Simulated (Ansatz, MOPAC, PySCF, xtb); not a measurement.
Diatomic MgH+, closed-shell singlet (lowest of 2S+1 = 1, 3 at CCSD(T)/def2-TZVPP on PBE0 minima; our sources give no spin for the ground state, which may be another).

Seven points along R, fitted to fifth degree in 1/R; most abundant isotopes. Runs in def2 and cc sets follow the lowest solution found near the PBE0 minimum. The singlet is held restricted. HF and MP2 rows in def2 and cc sets belong to the determinant that coupled cluster picked by its CCSD energy.

The values were computed with Ansatz (Gaussian orbitals); MOPAC for AM1, PM3, PM6, PM7 (differences of heats of formation); PySCF for 3-21G rows, 6-31G* rows; xtb for the GFN methods. Each number belongs to the level named beside it.

```json
[
 {"level": "AM1", "r_e (Å)": "1.736", "ω_e (cm⁻¹)": "1767", "ω_e x_e (cm⁻¹)": "19", "α_e (cm⁻¹)": "0.080"},
 {"level": "PM3", "r_e (Å)": "1.698", "ω_e (cm⁻¹)": "2035", "ω_e x_e (cm⁻¹)": "67", "α_e (cm⁻¹)": "-0.032"},
 {"level": "PM6", "r_e (Å)": "1.690", "ω_e (cm⁻¹)": "2260", "ω_e x_e (cm⁻¹)": "27", "α_e (cm⁻¹)": "0.11"},
 {"level": "PM7", "r_e (Å)": "1.699", "ω_e (cm⁻¹)": "2293", "ω_e x_e (cm⁻¹)": "23", "α_e (cm⁻¹)": "0.089"},
 {"level": "GFN2-xTB", "r_e (Å)": "1.617", "ω_e (cm⁻¹)": "1261", "ω_e x_e (cm⁻¹)": "45", "α_e (cm⁻¹)": "0.50"},
 {"level": "HF/3-21G", "r_e (Å)": "1.678", "ω_e (cm⁻¹)": "1771", "ω_e x_e (cm⁻¹)": "19", "α_e (cm⁻¹)": "0.11"},
 {"level": "HF/6-31G*", "r_e (Å)": "1.665", "ω_e (cm⁻¹)": "1781", "ω_e x_e (cm⁻¹)": "20", "α_e (cm⁻¹)": "0.12"},
 {"level": "HF/def2-TZVPP", "r_e (Å)": "1.650", "ω_e (cm⁻¹)": "1803", "ω_e x_e (cm⁻¹)": "21", "α_e (cm⁻¹)": "0.13"},
 {"level": "HF/def2-QZVPP", "r_e (Å)": "1.646", "ω_e (cm⁻¹)": "1816", "ω_e x_e (cm⁻¹)": "22", "α_e (cm⁻¹)": "0.13"},
 {"level": "SVWN5/def2-TZVPP", "r_e (Å)": "1.670", "ω_e (cm⁻¹)": "1637", "ω_e x_e (cm⁻¹)": "25", "α_e (cm⁻¹)": "0.15"},
 {"level": "PBE/def2-TZVPP", "r_e (Å)": "1.673", "ω_e (cm⁻¹)": "1643", "ω_e x_e (cm⁻¹)": "25", "α_e (cm⁻¹)": "0.15"},
 {"level": "BP86/6-31G*", "r_e (Å)": "1.682", "ω_e (cm⁻¹)": "1645", "ω_e x_e (cm⁻¹)": "25", "α_e (cm⁻¹)": "0.15"},
 {"level": "r2SCAN/def2-TZVPP", "r_e (Å)": "1.659", "ω_e (cm⁻¹)": "1718", "ω_e x_e (cm⁻¹)": "25", "α_e (cm⁻¹)": "0.15"},
 {"level": "B97M-V/def2-TZVPP", "r_e (Å)": "1.659", "ω_e (cm⁻¹)": "1705", "ω_e x_e (cm⁻¹)": "23", "α_e (cm⁻¹)": "0.14"},
 {"level": "B3LYP/6-31G*", "r_e (Å)": "1.669", "ω_e (cm⁻¹)": "1690", "ω_e x_e (cm⁻¹)": "24", "α_e (cm⁻¹)": "0.15"},
 {"level": "B3LYP/def2-TZVPP", "r_e (Å)": "1.656", "ω_e (cm⁻¹)": "1701", "ω_e x_e (cm⁻¹)": "25", "α_e (cm⁻¹)": "0.15"},
 {"level": "PBE0/def2-TZVPP", "r_e (Å)": "1.659", "ω_e (cm⁻¹)": "1708", "ω_e x_e (cm⁻¹)": "24", "α_e (cm⁻¹)": "0.14"},
 {"level": "BHLYP/def2-TZVPP", "r_e (Å)": "1.644", "ω_e (cm⁻¹)": "1765", "ω_e x_e (cm⁻¹)": "23", "α_e (cm⁻¹)": "0.14"},
 {"level": "CAM-B3LYP/def2-TZVPP", "r_e (Å)": "1.645", "ω_e (cm⁻¹)": "1746", "ω_e x_e (cm⁻¹)": "23", "α_e (cm⁻¹)": "0.14"},
 {"level": "wB97X-V/def2-TZVPP", "r_e (Å)": "1.648", "ω_e (cm⁻¹)": "1767", "ω_e x_e (cm⁻¹)": "21", "α_e (cm⁻¹)": "0.13"},
 {"level": "wB97M-V/def2-TZVPP", "r_e (Å)": "1.643", "ω_e (cm⁻¹)": "1765", "ω_e x_e (cm⁻¹)": "23", "α_e (cm⁻¹)": "0.14"},
 {"level": "B2PLYP/def2-TZVPP", "r_e (Å)": "1.650", "ω_e (cm⁻¹)": "1723", "ω_e x_e (cm⁻¹)": "25", "α_e (cm⁻¹)": "0.15"},
 {"level": "MP2/6-31G*", "r_e (Å)": "1.677", "ω_e (cm⁻¹)": "1711", "ω_e x_e (cm⁻¹)": "23", "α_e (cm⁻¹)": "0.14"},
 {"level": "MP2/def2-TZVPP", "r_e (Å)": "1.641", "ω_e (cm⁻¹)": "1764", "ω_e x_e (cm⁻¹)": "24", "α_e (cm⁻¹)": "0.15"},
 {"level": "MP2/def2-QZVPP", "r_e (Å)": "1.632", "ω_e (cm⁻¹)": "1826", "ω_e x_e (cm⁻¹)": "30", "α_e (cm⁻¹)": "0.15"},
 {"level": "SCS-MP2/def2-TZVPP", "r_e (Å)": "1.643", "ω_e (cm⁻¹)": "1756", "ω_e x_e (cm⁻¹)": "25", "α_e (cm⁻¹)": "0.16"},
 {"level": "CCSD/def2-TZVPP", "r_e (Å)": "1.656", "ω_e (cm⁻¹)": "1677", "ω_e x_e (cm⁻¹)": "30", "α_e (cm⁻¹)": "0.18"},
 {"level": "CCSD/def2-QZVPP", "r_e (Å)": "1.647", "ω_e (cm⁻¹)": "1741", "ω_e x_e (cm⁻¹)": "36", "α_e (cm⁻¹)": "0.18"},
 {"level": "CCSD(T)/def2-TZVPP", "r_e (Å)": "1.657", "ω_e (cm⁻¹)": "1668", "ω_e x_e (cm⁻¹)": "31", "α_e (cm⁻¹)": "0.18"},
 {"level": "CCSD(T)/def2-QZVPP", "r_e (Å)": "1.648", "ω_e (cm⁻¹)": "1731", "ω_e x_e (cm⁻¹)": "37", "α_e (cm⁻¹)": "0.18"}
]
```

Correlated levels freeze the inner cores; with def2 sets outer-core shells near the valence are correlated too. Rows in 3-21G, 6-31G* carry no dispersion term and start afresh at each structure (6-31G* with six Cartesian d functions). MP2/6-31G* freezes PySCF's default core, which is smaller on s-block atoms. The state that AM1, PM3, PM6, PM7 reach isn't checked; PM7 holds dispersion and hydrogen-bond terms.

Ansatz is a first-principles code.
